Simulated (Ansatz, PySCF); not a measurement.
Here is a job for Ansatz (a program for electronic structure).
Ansatz 0.2 input:
```yaml
crystal:
  periodic: [false, false, false]
  atoms:
    - {symbol: C, position_ang: [-0.83316122, 1.27658107, 1.24304788]}
    - {symbol: C, position_ang: [-0.73344256, 0.02351481, 0.38238815]}
    - {symbol: C, position_ang: [-0.87008621, -1.21851579, 1.25927285]}
    - {symbol: C, position_ang: [-1.83703839, 0.03118536, -0.67224718]}
    - {symbol: As, position_ang: [1.04249619, -0.07969482, -0.57345441]}
    - {symbol: H, position_ang: [-1.79691596, 1.31804641, 1.75234834]}
    - {symbol: H, position_ang: [-0.73318524, 2.17315849, 0.63040051]}
    - {symbol: H, position_ang: [-0.04778167, 1.28733430, 1.99951757]}
    - {symbol: H, position_ang: [-0.79786018, -2.12403746, 0.65387815]}
    - {symbol: H, position_ang: [-1.83096123, -1.22802419, 1.77463380]}
    - {symbol: H, position_ang: [-0.07828299, -1.24420087, 2.00985401]}
    - {symbol: H, position_ang: [-1.77479274, -0.86143756, -1.29757801]}
    - {symbol: H, position_ang: [-1.74317674, 0.90752870, -1.31582814]}
    - {symbol: H, position_ang: [-2.82219543, 0.05305933, -0.20539039]}
    - {symbol: H, position_ang: [1.02361566, 1.36449750, -0.99321368]}
    - {symbol: H, position_ang: [1.84153244, 0.30741159, 0.64060304]}
basis:
  gaussian:
    orbitals: STO-3G
hamiltonian:
  xc: b3lyp5
accuracy: high
```

Task: Give the equivalent PySCF input.

Result: One answer among several that fit: 
```python
from pyscf import gto, scf, dft

mol = gto.M(
    atom='''
C    -0.833161    1.276581    1.243048
C    -0.733443    0.023515    0.382388
C    -0.870086   -1.218516    1.259273
C    -1.837038    0.031185   -0.672247
As    1.042496   -0.079695   -0.573454
H    -1.796916    1.318046    1.752348
H    -0.733185    2.173158    0.630401
H    -0.047782    1.287334    1.999518
H    -0.797860   -2.124037    0.653878
H    -1.830961   -1.228024    1.774634
H    -0.078283   -1.244201    2.009854
H    -1.774793   -0.861438   -1.297578
H    -1.743177    0.907529   -1.315828
H    -2.822195    0.053059   -0.205390
H     1.023616    1.364497   -0.993214
H     1.841532    0.307412    0.640603
''',
    basis='sto-3g',
    charge=0,
    spin=0,
    verbose=4,
)

mf = dft.RKS(mol)
mf.xc = 'b3lyp5'
mf.grids.atom_grid = (99, 590)
mf.grids.prune = None
mf.kernel()
```

Both were run: Ansatz gave -2367.501570 Eh and PySCF -2367.501569 Eh, 0.001 mEh apart.
